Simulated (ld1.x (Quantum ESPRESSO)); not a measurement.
u(r) = r·R(r): atom against pseudo-atom (tungsten)

Columns: radius, all-electron u(r) and pseudo u(r) of the 5d shell (level -5.22 eV) of tungsten in the configuration [Xe] 4f14 5d4 6s1.5 6p0.5; PBE, scalar-relativistic, TM scheme, ld1.x (Quantum ESPRESSO) 7.5.

```tsv
r (bohr)	all-electron	pseudo
0.198	0.0435	0.0098
0.395	-0.3285	0.0705
0.593	-0.0747	0.2028
0.790	0.2837	0.3819
0.988	0.5423	0.5578
1.185	0.6844	0.6832
1.383	0.7415	0.7427
1.580	0.7443	0.7467
1.778	0.7157	0.7169
1.975	0.6712	0.6713
2.173	0.6192	0.6192
2.370	0.5656	0.5656
2.568	0.5128	0.5128
2.765	0.4628	0.4628
2.963	0.4158	0.4158
3.160	0.3727	0.3727
3.358	0.3329	0.3329
3.555	0.2970	0.2970
3.753	0.2644	0.2644
3.950	0.2351	0.2351
4.148	0.2087	0.2087
4.345	0.1853	0.1853
4.542	0.1644	0.1644
4.740	0.1456	0.1456
4.938	0.1290	0.1290
5.135	0.1143	0.1143
```

**Question.** How many radial nodes do the two functions have?

**Answer.** The all-electron 5d function has n − l − 1 = 2; the pseudo-wave has 0, since the states of the same l below it are removed with the core.

**Question.** At about which radius was the pseudo-wave matched?

**Answer.** 2.30 bohr. The columns agree to 0.0005 from 1.98 bohr on; several derivatives are matched, so the curves merge somewhat inside the radius.

**Question.** Where does each function peak?

**Answer.** Outermost all-electron maximum near 1.58 bohr, pseudo maximum near 1.58 bohr (to the table’s step).

**Question.** Is the pseudo-wave norm-conserving?

**Answer.** Yes: the TM scheme keeps the norm inside the radius equal to the all-electron one, which fixes the energy derivative of the logarithmic derivative at the level.
